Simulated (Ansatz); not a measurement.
Z-matrix (Å, degrees):
```
Si
Si 1 2.352
N 1 1.729 2 115.5
H 1 1.487 2 109.2 3 120.5
H 1 1.490 2 107.7 3 -121.0
C 2 1.902 1 112.3 3 175.2
H 2 1.495 1 110.5 3 52.6
H 2 1.497 1 110.0 3 -65.4
H 3 1.008 1 119.2 2 -62.1
H 3 1.008 1 118.5 2 77.2
O 6 1.423 2 112.0 1 59.3
H 6 1.093 2 109.5 1 -58.3
H 6 1.099 2 111.0 1 -175.3
H 11 0.960 6 108.4 2 59.9
```

Total charge 0; spin multiplicity 1.

Question: List the PBE/def2-TZVPP orbital energies in eV (Ansatz). (Estimate.)

Answer: The calculation gave: Occupied: -1779.57, -1779.12, -510.36, -380.07, -269.97, -137.28, -136.92, -94.02, -94.00, -94.00, -93.65, -93.64, -93.62, -25.56, -21.10, -16.83, -13.61, -12.72, -12.13, -11.78, -10.61, -9.75, -9.44, -8.46, -7.90, -7.81, -7.44, -6.11, -5.54. Lowest empty: -1.09, -0.23, -0.03, 0.39, 0.73, 1.14, 1.21, 1.50.
